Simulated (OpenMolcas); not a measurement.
# Ho2+ in a point-charge field

Ho2+ among 6 point charges of -2 e arranged as a tetragonal octahedron (D4h), 2.74 Å from the ion, with the axial distance 2.959 Å.
```
   2.7400    0.0000    0.0000  -2.00
   0.0000    2.7400    0.0000  -2.00
  -2.7400    0.0000    0.0000  -2.00
   0.0000   -2.7400    0.0000  -2.00
   0.0000    0.0000    2.9592  -2.00
   0.0000    0.0000   -2.9592  -2.00
```

| Quantity | Value |
| --- | --- |
| Program | OpenMolcas 26.06 |
| Method | CASSCF |
| Basis | ANO-RCC-VDZP [7s6p4d2f1g] |
| Scalar Hamiltonian | DKH2, point nucleus |
| Active space | 11 electrons in 7 orbitals (4f) |
| State averaging | 2S+1 = 4 odd, 35 roots; 2S+1 = 2 odd, 73 roots kept (CI in the orbitals of an earlier block) |
| Spin-orbit coupling | RASSI with atomic mean-field integrals over the reference wave functions |

The lowest spin-free states (labels of D4, the rotations of D4h), above the lowest:

| State | Degeneracy | E (cm-1) | Free-ion L (%) |
| --- | --- | --- | --- |
| 4E | 2 | 0.0 | I (100) |
| 4A1 | 1 | 16.9 | I (100) |
| 4A2 | 1 | 36.8 | I (100) |
| 4B2 | 1 | 60.2 | I (100) |
| 4B1 | 1 | 60.8 | I (100) |
| 4E | 2 | 81.2 | I (100) |
| 4B2 | 1 | 109.9 | I (100) |
| 4B1 | 1 | 254.1 | I (100) |
| 4E | 2 | 263.8 | I (100) |
| 4A1 | 1 | 271.8 | I (100) |
| 2A2 | 1 | 16532 | H (100) |
| 2E | 2 | 16540 | H (100) |
| 2B2 | 1 | 16554 | H (100) |
| 2B1 | 1 | 16589 | H (100) |
| 2E | 2 | 16606 | H (100) |
| 2E | 2 | 16611 | H (100) |
| 2A1 | 1 | 16622 | H (100) |
| 2A2 | 1 | 16627 | H (100) |
| 4B1 | 1 | 16773 | F (100) |
| 4E | 2 | 16851 | F (100) |

The lowest levels with spin-orbit coupling:

```json
{"E (cm-1)": "0.0", "Degeneracy": "2", "Label": "E3/2", "2S+1": "4", "J": "7.50", "|mJ| (%)": "13/2 (98)", "g": "0.94 0.94 15.33"}
{"E (cm-1)": "10.1", "Degeneracy": "2", "Label": "E3/2", "2S+1": "4", "J": "7.50", "|mJ| (%)": "11/2 (97)", "g": "0.85 0.85 12.73"}
{"E (cm-1)": "45.6", "Degeneracy": "2", "Label": "E1/2", "2S+1": "4", "J": "7.50", "|mJ| (%)": "15/2 (74)", "g": "1.51 1.51 11.11"}
{"E (cm-1)": "47.7", "Degeneracy": "2", "Label": "E1/2", "2S+1": "4", "J": "7.50", "|mJ| (%)": "9/2 (67)", "g": "2.39 2.39 2.47"}
{"E (cm-1)": "100.4", "Degeneracy": "2", "Label": "E1/2", "2S+1": "4", "J": "7.50", "|mJ| (%)": "7/2 (84)", "g": "3.53 3.53 6.19"}
{"E (cm-1)": "131.6", "Degeneracy": "2", "Label": "E3/2", "2S+1": "4", "J": "7.50", "|mJ| (%)": "5/2 (66)", "g": "2.75 8.58 8.58"}
{"E (cm-1)": "259.1", "Degeneracy": "2", "Label": "E3/2", "2S+1": "4", "J": "7.50", "|mJ| (%)": "3/2 (67)", "g": "0.55 8.66 8.66"}
{"E (cm-1)": "264.8", "Degeneracy": "2", "Label": "E1/2", "2S+1": "4", "J": "7.50", "|mJ| (%)": "1/2 (85)", "g": "0.46 9.21 9.21"}
{"E (cm-1)": "5531", "Degeneracy": "2", "Label": "E3/2", "2S+1": "4", "J": "6.50", "|mJ| (%)": "11/2 (99)", "g": "0.15 0.15 12.07"}
{"E (cm-1)": "5553", "Degeneracy": "2", "Label": "E3/2", "2S+1": "4", "J": "6.50", "|mJ| (%)": "13/2 (99)", "g": "0.11 0.11 14.31"}
{"E (cm-1)": "5555", "Degeneracy": "2", "Label": "E1/2", "2S+1": "4", "J": "6.50", "|mJ| (%)": "9/2 (95)", "g": "1.72 1.72 9.43"}
{"E (cm-1)": "5601", "Degeneracy": "2", "Label": "E1/2", "2S+1": "4", "J": "6.50", "|mJ| (%)": "7/2 (92)", "g": "1.51 1.51 6.77"}
{"E (cm-1)": "5638", "Degeneracy": "2", "Label": "E3/2", "2S+1": "4", "J": "6.50", "|mJ| (%)": "5/2 (72)", "g": "3.13 6.54 6.54"}
{"E (cm-1)": "5736", "Degeneracy": "2", "Label": "E3/2", "2S+1": "4", "J": "6.50", "|mJ| (%)": "3/2 (73)", "g": "0.98 6.55 6.55"}
{"E (cm-1)": "5747", "Degeneracy": "2", "Label": "E1/2", "2S+1": "4", "J": "6.50", "|mJ| (%)": "1/2 (91)", "g": "0.67 7.52 7.52"}
{"E (cm-1)": "9107", "Degeneracy": "2", "Label": "E1/2", "2S+1": "4", "J": "5.50", "|mJ| (%)": "9/2 (98)", "g": "0.69 0.69 8.63"}
{"E (cm-1)": "9111", "Degeneracy": "2", "Label": "E3/2", "2S+1": "4", "J": "5.50", "|mJ| (%)": "11/2 (99)", "g": "0.02 0.02 10.68"}
{"E (cm-1)": "9141", "Degeneracy": "2", "Label": "E1/2", "2S+1": "4", "J": "5.50", "|mJ| (%)": "7/2 (95)", "g": "0.57 0.57 6.44"}
{"E (cm-1)": "9178", "Degeneracy": "2", "Label": "E3/2", "2S+1": "4", "J": "5.50", "|mJ| (%)": "5/2 (79)", "g": "3.20 4.51 4.51"}
{"E (cm-1)": "9252", "Degeneracy": "2", "Label": "E3/2", "2S+1": "4", "J": "5.50", "|mJ| (%)": "3/2 (78)", "g": "1.29 4.49 4.49"}
```

Powder χT (cm3 K/mol): 8.2 at 2 K, 9.8 at 10 K, 11 at 50 K, 11.3 at 100 K, 11.4 at 200 K, 11.4 at 300 K. The effective moment at 300 K is 2.828 √(χT) = 9.56 μB.

Hund's rules give f11 the level 4I15/2 with g = 1.200, so an isolated free-ion multiplet has χT = g² J(J+1) / 8 = 11.475 cm3 K/mol. The computed 11.416 at 300 K differs by -1 %, through the field's splitting, the mixing of terms and any other multiplet in reach.

Stevens parameters of the J = 15/2 multiplet, which is 265 cm-1 wide (cm-1, z along the main axis): B20 = -1.274e+00, B40 = 4.388e-03, B44 = 2.750e-02, B60 = 1.035e-06, B64 = -6.363e-05.

High states are left out of the spin-orbit mixing, which shifts the levels that they would mix with. This is an electrostatic model: the charges have no orbitals. The first state left out of the spin-orbit step lies near 46000 cm-1 above the lowest spin-free state of the reference (among the parities and spins computed), and the lists stop at four fifths of that energy or lower. No measured value stands beside these numbers.
